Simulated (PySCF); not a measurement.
BBiH4.
Atom-mapped SMILES: `[BH2:1][BiH2:2]` (hydrogens: H3, H4 on B1; H5, H6 on Bi2)

Computed by this run: PBE0-D3(BJ)/def2-SVP geometry optimisation, gas phase, def2 core potentials past Kr (PySCF); density fitting, grid level 1; the optimiser is geomeTRIC in internal coordinates, started from a GFN2-xTB structure with every atom displaced at random (about 0.01 Å).

Geometry at step 0:
```
atom  x, y, z in Å
B1      1.0647    0.0238   -0.0279
Bi2    -1.1194   -0.0303   -0.8745
H3      1.5488    1.0676    0.1686
H4      1.6972   -0.9258    0.1091
H5     -1.6415    1.1623    0.3225
H6     -1.5256   -1.3277    0.2575
```

Task: What forces act on the atoms?

Result: 
| atom | Fx (eV/Å) | Fy (eV/Å) | Fz (eV/Å) |
| --- | --- | --- | --- |
| B1 | -1.366 | 0.511 | -0.486 |
| Bi2 | 0.346 | -0.071 | -0.191 |
| H3 | 0.428 | 0.951 | 0.204 |
| H4 | 0.768 | -1.375 | 0.176 |
| H5 | -0.074 | 0.287 | 0.167 |
| H6 | -0.102 | -0.302 | 0.130 |

The largest, 1.58 eV/Å, acts on H4; the rms over all components is 0.596 eV/Å. The forces sum to zero within rounding, as they must for an isolated molecule in no field.

Task: Give the force on H4 in Eh/bohr and in nN.

Result: 1.585 eV/Å ÷ 51.422 = 0.03082 Eh/bohr, and 1.585 eV/Å × 1.602 = 2.54 nN.

Task: How far is this geometry from the end of the optimisation?

Result: 0.082 eV above it, and 0.042 Å rms away after alignment. The bonds farthest from their final lengths, with half the difference of the two atoms' forces along the bond (positive lengthens):

```tsv
bond	now (Å)	final (Å)	force along bond (eV/Å)
B1–H4	1.149	1.207	+1.41
B1–H3	1.167	1.207	+0.63
Bi2–H5	1.769	1.793	+0.30
Bi2–H6	1.769	1.792	+0.24
B1–Bi2	2.343	2.320	-0.84
```

The angle farthest from its final value is H5–Bi2–H6, 89.6° against 92.2°.

Of the 5 listed bonds off by 0.010 Å or more, this force points towards the final length in 5.

What follows is the cost of the whole optimisation. Hardware: one thread of an Arm Neoverse V1, shared host with 64 logical CPUs at a one-minute load of 30. Cost: 5.9 s, 0.29 GiB resident at most.
